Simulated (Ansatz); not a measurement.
Geometry optimisation, Ansatz 0.2.0, RKS PBE0-D4/def2-SVP.

Input:

```yaml
crystal:
  periodic: [false, false, false]
  atoms:
    - { symbol: C, position_ang: [-0.2411, 0.7542, -0.2024] }
    - { symbol: Sb, position_ang: [-0.4157, -1.0693, 0.8731] }
    - { symbol: F, position_ang: [1.5044, -1.0067, 1.2907] }
    - { symbol: F, position_ang: [-0.0079, -2.112, -0.7919] }
    - { symbol: H, position_ang: [-1.2087, 0.9288, -0.8348] }
    - { symbol: H, position_ang: [-0.1892, 1.655, 0.5021] }
    - { symbol: H, position_ang: [0.6195, 0.782, -0.8826] }
basis:
  gaussian: { orbitals: def2-SVP }
hamiltonian:
  xc: pbe0
  dispersion: d4
relax:
  f_tol: 0.015
  max_steps: 40
```

Launched with:

```bash
$ ansatz run input.yaml --threads 1 --pin off --max-ram 2048MiB --backend cpu --events-out ev --progress --plain --runs-dir out
```

Question: Where does it end, and by what steps?

Answer: The forces met the threshold. After 6 steps the energy has fallen by 0.239 eV; Sb2 moved furthest, 0.08 Å.

| step | energy less start (eV) | largest force component (eV/Å) | accepted |
| --- | --- | --- | --- |
| 0 | 0.0000 | 2.021 | yes |
| 1 | -0.1451 | 0.658 | yes |
| 2 | -0.1258 | 1.421 | no |
| 3 | -0.2277 | 0.159 | yes |
| 4 | -0.2364 | 0.148 | yes |
| 5 | -0.2388 | 0.052 | yes |
| 6 | -0.2391 | 0.014 | yes |

```xyz
7
Properties=species:S:1:pos:R:3
C -0.278 0.791 -0.216
Sb -0.354 -1.082 0.825
F 1.511 -0.985 1.332
F -0.057 -2.102 -0.792
H -1.181 0.926 -0.829
H -0.190 1.623 0.498
H 0.610 0.762 -0.864
```

Whether the end is a true minimum wasn't checked by a vibrational analysis.

Run time: 28 s on 1 thread of Arm Neoverse V2, with other jobs on the host, peak memory 0.17 GiB.
